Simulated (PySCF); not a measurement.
**Assigning NMR signals**

Bonds (- single, = double, # triple, : aromatic): C1=C2, C2-O3, O3-Si4, Si4-C5, C5-C6, C6=O7, C6-C8, C8#C9, C9-C10. C1 carries H11, H12; C2 carries H13; Si4 carries H14, H15; C5 carries H16, H17; C10 carries H18, H19, H20. H12 is cis to O3; H11 is trans to O3.

[PySCF 2.14: NMR shieldings at PBE0/pcSseg-1/GIAO; geometry from GFN2-xTB; equivalent nuclei averaged; in vacuum; relativity neglected; one computed conformer]

Chemical shifts δ = σref − σ; 13C, 1H against TMS, all at this level.

(1) Assign these signals to the numbered atoms. 13C{1H} NMR (computed): δ 186.3 (C), 151.9 (CH), 101.7 (CH2), 96.8 (C), 86.1 (C), 43.1 (CH2), 5.0 (CH3).

(2) Assign these signals to the numbered atoms. 1H NMR (600 MHz, computed): δ 6.54 (m, 1H), 5.04 (t, 2H), 4.91 (m, 1H), 4.57 (m, 1H), 2.96 (t, 2H), 2.17 (s, 3H).

Results:

(1) 
| δ (ppm) | atoms | environment | reason |
| --- | --- | --- | --- |
| 186.3 | C6 | carbonyl carbon of an ynone | – |
| 151.9 | C2 | alkene carbon bearing oxygen | an sp2 carbon further deshielded by the attached heteroatom |
| 101.7 | C1 | β carbon of an enol-ether or enamine type C=C | the O or N lone pair pushes π density onto this β carbon and shields it |
| 96.8 | C9 | alkyne carbon | sp carbons lie upfield of alkene carbons because the cylindrical π system leaves one tensor component strongly shielded |
| 86.1 | C8 | alkyne carbon | – |
| 43.1 | C5 | sp3 CH2 bonded to Si, α to a carbonyl | α to the electron-withdrawing carbonyl group |
| 5.0 | C10 | propargylic methyl carbon | a saturated carbon with 1 carbon neighbour and no heteroatom attached |

(2) 
| δ (ppm) | atoms | environment | reason |
| --- | --- | --- | --- |
| 6.54 | H13 | hydrogen on an alkene carbon bearing oxygen | attached to an sp2 carbon and in the plane of the double bond |
| 5.04 | H14/H15 | hydrogen on a silicon bonded to C, O | – |
| 4.91 | H12 | hydrogen on a β carbon of an enol-ether or enamine type C=C | lone-pair donation from O or N shields it, upfield of ordinary alkene protons |
| 4.57 | H11 | hydrogen on a β carbon of an enol-ether or enamine type C=C | – |
| 2.96 | H16/H17 | hydrogen on an sp3 CH2 bonded to Si, α to a carbonyl | α to C=O |
| 2.17 | H18/H19/H20 | hydrogen on a propargylic methyl carbon | – |

Shifts are as computed. Against solution values, carbons near 30 ppm lie about +3 ppm off and those near 130 ppm about +5 ppm. Of 1211 compounds with measured shifts, 218 miss one by over three times the rms of a fit or turn the order of signals round; such compounds aren't used in these exercises. Multiplicities follow the n + 1 count of equivalent neighbours, as no J values were calculated; m marks all less simple cases, F and P coupling included.
